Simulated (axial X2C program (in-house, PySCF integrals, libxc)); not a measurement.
## Which molecule has these constants?

All values come from calculations with an in-house relativistic program for diatomic molecules, spin-free (one-electron X2C) or two-component (2c: spin–orbit coupling with atomic mean-field Coulomb and Gaunt terms, which also bring small scalar terms), in Dyall basis sets with cores contracted in-house; open shells are unrestricted.

A two-component PBE0 calculation in a Dyall 3-zeta basis gave Re = 2.329 Å, ωe = 337.4 cm⁻¹, dipole magnitude 6.34 D, Ω = 5/2.

Which molecule is it?
A. SbAs
B. ZrAs
C. NbAs
D. AsI
E. MoAs

B. The others have SbAs 2.280 Å and 372.3 cm⁻¹ (Ω = 0); NbAs 2.259 Å and 326.0 cm⁻¹ (Ω = 1); MoAs 2.280 Å and 276.6 cm⁻¹ (Ω = 3/2); AsI 2.493 Å and 257.2 cm⁻¹ (Ω = 1).

Each entry is the lowest single determinant of a limited PBE0 search at one distance. De goes to single-determinant-based atoms at the same level (for ions the charge split of lowest energy) and is withheld (n/a) where an atom does not fit its ground term or J level. Main or longest-lived isotopes. One determinant is a doubtful description, or other states lie close, for ZrAs, NbAs, MoAs, AsI; these need not be ground states, and all values refer to the states named. Some open-shell Ω = 0 determinants are out of reach, so the Ω given for AsI need not be the lowest component. With several unpaired electrons the Ω given is that of one determinant, not necessarily of the lowest component. The functionals have no current term, which raises determinants with orbital currents.
